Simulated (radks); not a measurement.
Question: The tin ion Sn4+, [Kr] 4d10. Method: non-relativistic Kohn-Sham, exchange-only LDA, spin-polarised, spherical densities, point nucleus; computed with a radial shooting solver on a logarithmic mesh with Libxc functionals. Every spin shell is full or empty, so the densities are truly spherical. Functionals are evaluated on that one density, not self-consistently. Rank these orbital-free kinetic functionals by their error against the exact value of the orbitals, and give that value: Thomas-Fermi, von Weizsacker, TF + vW/9, APBEK, revAPBEK, Thakkar, Pearson, PG1, DePristo-Kress.

Answer: Exact: 6011.99 hartree. From best to worst, with 100 (|E| - |E exact|)/|E exact| (equal figures are ties): DePristo-Kress -0.10, APBEK +0.12, revAPBEK +0.30, Thakkar -0.57, TF + vW/9 -0.68, Pearson -0.92, Thomas-Fermi -5.29, PG1 +15.08, von Weizsacker -58.45.
